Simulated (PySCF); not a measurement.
A structure optimised at PBE-D3(BJ)/def2-SVP, used in a PySCF frequency run:

```xyz
13

C      2.3854     0.0800     0.0000
C      1.1651     0.0173     0.0000
C     -0.3081    -0.0252     0.0000
C     -0.8729     0.6084    -1.2746
C     -0.8729     0.6084     1.2746
F     -0.7056    -1.3807     0.0000
H      3.4656     0.1241     0.0000
H     -0.4795     0.0814    -2.1644
H     -0.5905     1.6769    -1.3412
H     -1.9775     0.5260    -1.2669
H     -1.9775     0.5260     1.2669
H     -0.5905     1.6769     1.3412
H     -0.4795     0.0814     2.1644
```
Charge 0, spin multiplicity 1.

**Question.** Write its SMILES, formula and point group.

**Answer.** C#CC(C)(C)F, C5H7F, Cs

**Question.** What are its rotational constants (standard atomic weights)?

**Answer.** 4.7634, 2.7215, 2.6561 GHz
